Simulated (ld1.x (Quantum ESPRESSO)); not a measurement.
**PW91 RRKJ dataset for Br (Z = 35), scalar-relativistic all-electron reference.**

* Element: Br (Z = 35)
* Generator: ld1.x (Quantum ESPRESSO) 7.5
* Type: norm-conserving RRKJ (Kleinman–Bylander form)
* Functional: PW91
* Relativity: scalar-relativistic
* Frozen core: [Ar]
* Valence charge: 17
* Reference configuration: 3d10 4s2 4p5
* Partial waves: 4p (bound): rc 1.70 bohr; 3d (bound): rc 1.00 bohr; 4s (bound): rc 1.20 bohr
* Local potential: the s channel
* Core correction: Bessel-smoothed model core inside 0.60 bohr
* rho0: 0.01

All-electron outer shells of the reference configuration (PW91, scalar-relativistic, ld1.x):

```tsv
shell	level (eV)	outermost node (bohr)	outermost maximum (bohr)
3s	-238.08	0.23	0.48
3p	-173.56	0.21	0.48
3d	-66.82	–	0.43
4s	-20.21	0.67	1.41
4p	-7.91	0.70	1.66
```

**Question.** Estimate the cutoffs (Ry, on a coarse ladder) from which the occupation-weighted sum of valence levels, in a spherical-Bessel basis at the reference potential, stays within 10 and 1 mRy of its value at 400 Ry.

**Answer.** 260 Ry and over 300 Ry.

**Question.** What does a ghost test show?

**Answer.** Ghost state, extra bound levels that the all-electron valence spectrum of the same l lacks: p at -8527.6 eV. A true bound ghost makes a file unfit for plane-wave use.

**Question.** Which valence shell sets the plane-wave cutoff?

**Answer.** 3d: its level needs 260 Ry to come within 1 mRy, against 100 Ry for 4s.

**Question.** Tests: 3d10 4s2 4p4; 3d10 4s2 4p3; 3d10 4s2 4p2; 3d10 4s2 4p4.5; 3d10 4s2 4p1; 3d9 4s2 4p5; 3d10 4s1 4p5. Which has the largest error in its energy relative to the reference configuration, and how large is it?

**Answer.** 3d9 4s2 4p5, with -957 meV (all-electron minus pseudo) on +78.56 eV.
